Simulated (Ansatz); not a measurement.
C₂H₆Al₂O. The species carries charge 0 and has multiplicity 1. The bonds changed during the relaxation, so this is another structure than the one it started from.

```xyz
11

C    -0.5257    1.9277   -0.4538
Al   -0.7338    0.3203    0.6327
C     0.9294   -0.5359    1.1253
O     1.8069   -1.3625    1.0635
Al    0.5709   -1.9875   -0.3980
H    -0.5926    2.8268    0.1645
H    -1.3155    1.9856   -1.2076
H     0.4339    1.9425   -0.9749
H    -1.8488   -0.1016    1.6707
H    -0.0534   -3.3369    0.1241
H     1.3288   -1.6784   -1.7464
```

Question: List the harmonic frequencies (cm⁻¹, unscaled) at PBE0-D4/def2-TZVP in Ansatz. (An estimate is asked.)

Answer: Ansatz gave: 87, 95, 108, 139, 292, 309, 360, 419, 466, 497, 540, 546, 566, 660, 684, 709, 746, 1216, 1441, 1443, 1749, 1941, 1947, 1970, 3048, 3129, 3140.

Question: Is this a minimum?

Answer: Yes, all 27 modes are real.

Question: Give the ideal-gas thermochemistry at 298.15 K and 1 bar (rigid rotor, harmonic oscillator; point group C1, symmetry number 1).

Answer: Zero-point energy 168.9 kJ/mol; H(298) − E = 194.3 kJ/mol; entropy 375.2 J/(mol·K), of which translation 166.3, rotation 114.3, vibration 94.6; G(298) − E = 82.5 kJ/mol. Modes under 100 cm⁻¹ are hindered rotations or soft bends, so the harmonic entropy is rough.
